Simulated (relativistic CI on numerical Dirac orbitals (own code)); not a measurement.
**Au⁴⁺: 5p photoemission**

Computed with this model: Dirac-Coulomb-Breit CI, orbitals from a KLI potential per configuration, model QED (radiative potential, 1s self-energy scaled to tabulated hydrogen-like ionisation energies), valence Slater integrals scaled by 0.7, multiplet model of photoemission in the sudden approximation; configurations [Xe] 4f14 5d7 → [Kr] 4d10 4f14 5s2 5p5 5d7; 80 K; Lorentzian 1.05 eV and Gaussian 0.6 eV FWHM. Energies are those of the free ion, without screening or charge transfer. The energies are binding energies and can lie tens of eV above those of solids. S is read from ⟨S²⟩ = S(S + 1).

Field parameters in Wybourne normalisation: D3d B²₀ = −7Dσ, B⁴₀ = −14Dq − 21Dτ, B⁴₃ = −14√(10/7) Dq; Oh B⁴₀ = 21Dq, B⁴₄ = √(5/14) B⁴₀; Td as Oh with Dq negative (B⁴₀ = 21Dq, B⁴₄ = √(5/14) B⁴₀). The field is a parameter set, without covalency.

free ion: ground-state S = 1.33, centroid 123.97 eV. Peaks (eV, height): 114.2 (100), 116.0 (93), 118.8 (30), 120.6 (33), 123.2 (26), 124.6 (23), 137.0 (69), 139.0 (59).

Oh, 10Dq = 29050 cm⁻¹: ground-state S = 0.67, centroid 124.12 eV. Peaks (eV, height): 116.0 (100), 120.0 (31), 135.8 (51), 139.4 (16).

D3d, 10Dq = 17900, Dσ = 850, Dτ = 270 cm⁻¹: ground-state S = 0.92, centroid 124.06 eV. Peaks (eV, height): 115.4 (100), 119.8 (34), 124.4 (15), 136.4 (52).

Td, 10Dq = -6550 cm⁻¹: ground-state S = 1.39, centroid 124.00 eV. Peaks (eV, height): 114.2 (100), 116.0 (82), 119.2 (28), 121.0 (29), 123.4 (26), 136.8 (55), 139.2 (41).

Strongest unbroadened transitions for Td, 10Dq = -6550 cm⁻¹:

```
Energy (eV)  Relative strength
     114.21               37.1
     114.26              100.0
     114.30               90.1
     115.80               21.9
     115.94               15.3
     116.10               49.1
     116.13               33.4
     116.29               30.5
     116.30               20.1
     136.02               66.7
     136.71               19.4
     136.78               16.5
     136.80               15.2
     137.09               17.9
     137.72               19.2
     139.04               15.8
     139.45               17.3
     139.55               15.2
```
